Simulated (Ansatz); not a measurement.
Program: Ansatz. Geometries: PBE0-D4/def2-TZVP. ΔE: electronic, gas phase. CBS: MP2 limit from def2 TZ/QZ plus the TZ coupled-cluster correction, frozen cores. Functionals use def2-TZVPP. For Ge outer-core shells are correlated without core-valence functions, which leaves a few kJ/mol of doubt a bond. Scalar relativity is left out up to krypton. Each species was taken in one conformer, which may not be the lowest.

`O[SiH2]C1=NC1` + `[OH][GeH2][OH]` → `O[SiH2][O][GeH2][OH]` + `C1=NC1`  (ligand exchange at the Si–C bond)

`O[SiH2]C1=NC1`:

Z-matrix (Å, degrees):
```
Si
C 1 1.860
O 1 1.637 2 110.9
H 1 1.486 2 105.7 3 -123.0
H 1 1.478 2 109.1 3 118.2
C 2 1.462 1 153.2 3 -177.9
N 2 1.258 1 140.3 3 7.3
H 3 0.959 1 118.4 2 -43.0
H 6 1.086 2 120.0 1 82.4
H 6 1.086 2 120.3 1 -75.3
```

`[OH][GeH2][OH]`:

Z-matrix (Å, degrees):
```
Ge
O 1 1.773
O 1 1.776 2 110.8
H 1 1.525 2 104.9 3 114.7
H 1 1.543 2 109.7 3 -119.9
H 2 0.959 1 113.6 3 70.1
H 3 0.959 1 113.3 2 -91.5
```

`O[SiH2][O][GeH2][OH]`:

```xyz
11

O    -1.617    0.704    1.942
Si   -0.079    0.322    1.515
O    -0.014   -0.573    0.153
Ge    0.044   -0.204   -1.579
O     1.737   -0.213   -2.090
H    -2.181   -0.001    2.261
H     0.567   -0.486    2.579
H     0.584    1.632    1.317
H    -0.447    1.221   -1.844
H    -0.747   -1.330   -2.259
H     2.153   -1.072   -1.995
```

`C1=NC1`:

Z-matrix (Å, degrees):
```
C
N 1 1.527
C 1 1.442 2 49.5
H 1 1.086 2 116.4 3 -108.9
H 1 1.086 2 116.4 3 108.8
H 3 1.082 1 152.1 2 -180.0
```

CCSD(T)/CBS gives -1.11 eV.

(1) Another level gave -1.11 eV. Which?
A. HF/def2-TZVPP
B. PBE0/def2-TZVPP
C. PBE-D4/def2-TZVPP
D. ωB97M-V/def2-TZVPP

Largest T1 diagnostic among the species: 0.012.

Results:

(1) D. ωB97M-V -1.11, PBE-D4 -0.95, PBE0 -1.02, HF/def2-TZVPP -1.28 eV.

From PBE to PBE0 (25 % exact exchange), in def2-TZVPP and without D4, ΔE moves by −0.07 eV. In def2-TZVPP, CCSD(T) changes the Hartree–Fock value by +0.15 eV (the triples alone add +0.03 eV) and MP2 by +0.16 eV.
